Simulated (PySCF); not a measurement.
Magnetic susceptibility: SMILES OCc1cc2[nH]ccc2s1, C₇H₇NOS

Molfile (atoms numbered from 1):
```
C7H7NOS
     RDKit          3D

 17 18  0  0  0  0  0  0  0  0999 V2000
    3.5098    0.2219    0.7731 O   0  0  0  0  0  0  0  0  0  0  0  0
    2.7441   -0.6431   -0.0407 C   0  0  0  0  0  0  0  0  0  0  0  0
    1.2713   -0.4665    0.1467 C   0  0  0  0  0  0  0  0  0  0  0  0
    0.4770    0.4603   -0.4624 C   0  0  0  0  0  0  0  0  0  0  0  0
   -0.8532    0.3729   -0.0040 C   0  0  0  0  0  0  0  0  0  0  0  0
   -2.0501    0.9815   -0.2269 N   0  0  0  0  0  0  0  0  0  0  0  0
   -2.9896    0.3919    0.5728 C   0  0  0  0  0  0  0  0  0  0  0  0
   -2.4158   -0.6028    1.3214 C   0  0  0  0  0  0  0  0  0  0  0  0
   -1.0567   -0.6196    0.9576 C   0  0  0  0  0  0  0  0  0  0  0  0
    0.4127   -1.4573    1.3061 S   0  0  0  0  0  0  0  0  0  0  0  0
    3.2096    1.1268    0.6323 H   0  0  0  0  0  0  0  0  0  0  0  0
    3.0456   -1.6526    0.2467 H   0  0  0  0  0  0  0  0  0  0  0  0
    2.9964   -0.4844   -1.1013 H   0  0  0  0  0  0  0  0  0  0  0  0
    0.8294    1.1545   -1.2054 H   0  0  0  0  0  0  0  0  0  0  0  0
   -2.2204    1.7386   -0.8664 H   0  0  0  0  0  0  0  0  0  0  0  0
   -4.0100    0.7211    0.5544 H   0  0  0  0  0  0  0  0  0  0  0  0
   -2.9070   -1.2312    2.0356 H   0  0  0  0  0  0  0  0  0  0  0  0
  1  2  1  0
  2  3  1  0
  3  4  2  0
  4  5  1  0
  5  6  1  0
  6  7  1  0
  7  8  2  0
  8  9  1  0
  9 10  1  0
 10  3  1  0
  9  5  2  0
  1 11  1  0
  2 12  1  0
  2 13  1  0
  4 14  1  0
  6 15  1  0
  7 16  1  0
  8 17  1  0
M  END
```

Theory: GIAO PBE0/pcSseg-1 magnetisability, rotational g tensor and spin-rotation constants, non-relativistic, gas phase in PySCF. Geometry: GFN2-xTB.

**Question.** What are the magnetisability and the molar susceptibility?

**Answer.** Isotropic -1672 × 10⁻³⁰ J/T², or -100.7 × 10⁻⁶ cm³/mol; principal values -2532, -1312, -1173 × 10⁻³⁰ J/T², anisotropy 1296 × 10⁻³⁰ J/T² (root of half the summed squared differences of the principal values). The susceptibility is in cgs units.

**Question.** Split it along the inertial axes a, b, c into diamagnetic and paramagnetic parts about the centre of mass, with the quadrupole moment.

**Answer.** 
| axis | χ (10⁻⁶ cm³/mol) | diamagnetic (10⁻⁶ cm³/mol) | paramagnetic (10⁻⁶ cm³/mol) | summed x² of all electrons (Å²) | quadrupole Θ (D Å) |
| --- | --- | --- | --- | --- | --- |
| a | -80.6 | -509.3 | 428.7 | 361.9 | -1.55 |
| b | -71.3 | -1646.8 | 1575.5 | 93.8 | +11.52 |
| c | -150.3 | -1933.1 | 1782.9 | 26.3 | -9.97 |

Anisotropies 2χaa − χbb − χcc = +60.4 and 2χbb − χaa − χcc = +88.3 × 10⁻⁶ cm³/mol. Θ is traceless in Buckingham's convention.

**Question.** And the rotational g tensor?

**Answer.** 
```
axis  rotational constant (GHz)        g  nuclear part  electronic part
   a                     3.0228  -0.0420        0.5667          -0.6088
   b                     0.7682  -0.0168        0.5518          -0.5686
   c                     0.6433  +0.0136        0.5524          -0.5388
```
Asymmetric top; isotopes 12C, 1H, 14N, 16O, 32S; no vibrational averaging.
